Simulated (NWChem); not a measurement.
# GaHClF; SMILES [F][GaH][Cl]

Program: NWChem. The level has its own optimisation; frequencies are unscaled.

Task: Estimate the computed values for Hartree-Fock/STO-3G. Quantities: r Ga–H (Å); r F–Ga (Å); r Cl–Ga (Å); highest harmonic frequency (cm⁻¹); lowest (cm⁻¹); zero-point energy (kcal/mol).

Result: 
```yaml
r Ga–H (Å): 1.320
r F–Ga (Å): 1.533
r Cl–Ga (Å): 2.167
highest harmonic frequency (cm⁻¹): 2185
lowest (cm⁻¹): 246
zero-point energy (kcal/mol): 7.1
```
